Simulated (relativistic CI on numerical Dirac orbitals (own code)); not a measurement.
# One change at a time: Rh4+

Base calculation: Dirac-Coulomb-Breit CI, KLI orbitals optimised for each configuration, QED by a radiative potential, valence Slater integrals scaled by 0.85, P86 correlation energy added to each configuration.

Configuration list (outside the closed core [Ar] 3d10): 4s2 4p6 4d5, 4s2 4p6 4d4 5s, 4s2 4p6 4d4 4f, 4s2 4p6 4d4 5p, 4s2 4p5 4d6, 4s2 4p6 4d4 5d, 4s2 4p6 4d4 6s, 4s2 4p6 4d4 6p, 4s2 4p6 4d3 5s 5p, 4s2 4p6 4d4 6d, 4s2 4p6 4d4 5f, 4s2 4p6 4d4 7s, 4s2 4p6 4d4 5g, 4s2 4p6 4d4 7p, 4s2 4p6 4d4 7d, 4s 4p6 4d6, 4s2 4p6 4d3 4f 5s, 4s2 4p6 4d3 5p 5d, 4s2 4p5 4d5 5s, 4s2 4p6 4d3 5s2, 4s2 4p6 4d2 4f 5s2, 4s2 4p6 4d2 5s2 5p, 4s2 4p6 4d2 5s2 5d, 4s2 4p6 4d2 5s2 6s, 4s2 4p6 4d3 5p2, 4s2 4p6 4d2 5s 5p2, 4s2 4p6 4d2 4f 5p2, 4s2 4p6 4d2 5p3, 4s2 4p6 4d2 5p2 5d, 4s2 4p6 4d2 5p2 6s. Double excitations out of closed p, d and f shells are left out; levels of such configurations are missing from the list, as are those of other unlisted configurations, and high levels can miss mixing partners.

Variants: (1) Slater integrals left unscaled; (2) valence Slater integrals scaled by 0.75; (3) only the first configuration; (4) only the first 3 configurations. Shifts of the energy above 4s2 4p6 4d5 6S_5/2, in cm⁻¹, for the lowest level and the first level of each name with at least 55 % of one term (blank where a level changes its place among those of its configuration and J or its character, or is not in the variant):

| Level | Base | Δ(1) | Δ(2) | Δ(3) | Δ(4) |
| --- | --- | --- | --- | --- | --- |
| 4s2 4p6 4d5 6S_5/2 | 0.0 | 0.0 | 0.0 | 0.0 | 0.0 |
| 4s2 4p6 4d5 4G_5/2 | 25080.1 | +4485.1 | -3028.1 | +127.2 | +71.4 |
| 4s2 4p6 4d5 4G_7/2 | 25478.0 | +4420.9 | -2961.6 | +106.6 | +55.2 |
| 4s2 4p6 4d5 4G_11/2 | 25612.9 | +4413.5 | -2952.4 | +84.7 | +38.1 |
| 4s2 4p6 4d5 4G_9/2 | 25712.5 | +4391.7 | -2934.1 | +92.0 | +43.5 |
| 4s2 4p6 4d5 4P_5/2 | 27502.7 | +5066.4 | -3391.7 | +637.0 | +519.0 |
| 4s2 4p6 4d5 4P_3/2 | 28129.2 | +5040.0 | -3384.5 | +640.2 | +516.9 |
| 4s2 4p6 4d5 4P_1/2 | 28985.6 | +5007.4 | -3360.4 | +628.0 | +508.8 |
| 4s2 4p6 4d5 4D_7/2 | 30777.6 | +5220.7 | -3507.1 | +724.3 | +568.2 |
| 4s2 4p6 4d5 4D_1/2 | 31794.3 | +5120.5 | -3432.0 | +728.4 | +567.4 |
| 4s2 4p6 4d5 4D_5/2 | 32335.1 | +5196.4 | -3505.8 | +697.8 | +545.5 |
| 4s2 4p6 4d5 4D_3/2 | 32422.7 | +5128.3 | -3442.2 | +701.2 | +550.9 |
| 4s2 4p6 4d5 2I_11/2 | 36751.0 | +6512.3 | -4340.7 | -306.3 | -311.8 |
| 4s2 4p6 4d5 2I_13/2 | 37511.8 | +6434.2 | -4278.3 | -328.4 | -332.4 |
| 4s2 4p6 4d5 2D_3/2 | 40292.8 | +6947.0 | -4666.7 | +737.1 | +595.4 |
| 4s2 4p6 4d5 4F_9/2 | 41779.6 | +7436.0 | -4968.3 | +348.0 | +283.0 |
| 4s2 4p6 4d5 4F_5/2 | 42650.4 | +7296.5 | -4863.5 | +411.4 | +371.8 |
| 4s2 4p6 4d5 4F_3/2 | 44052.6 | +7167.0 | -4770.3 | +602.6 | +486.5 |
| 4s2 4p6 4d5 2H_9/2 | 44749.2 | +7715.8 | -5140.9 | +141.9 | +96.8 |
| 4s2 4p6 4d5 2G_7/2 | 46221.1 | +7658.3 | -5124.7 | +758.8 | +590.5 |
| 4s2 4p6 4d5 2H_11/2 | 46974.3 | +7734.3 | -5129.6 | -76.0 | -92.1 |
| 4s2 4p6 4d5 2S_1/2 | 53409.2 | +8837.2 | -5946.2 | +1629.4 | +1296.4 |

At this charge configurations can still be misplaced by up to about 7 % of their energy.

Ionisation energy from the two ground configurations alone: base 64.11 eV; Slater integrals left unscaled 64.47 eV; valence Slater integrals scaled by 0.75 63.87 eV. The NIST ASD value (theoretical) is 63 eV.

LS names give the leading component of a level, which can be under half, so a name can repeat, a term be missing and a line seem to break the LS rules.
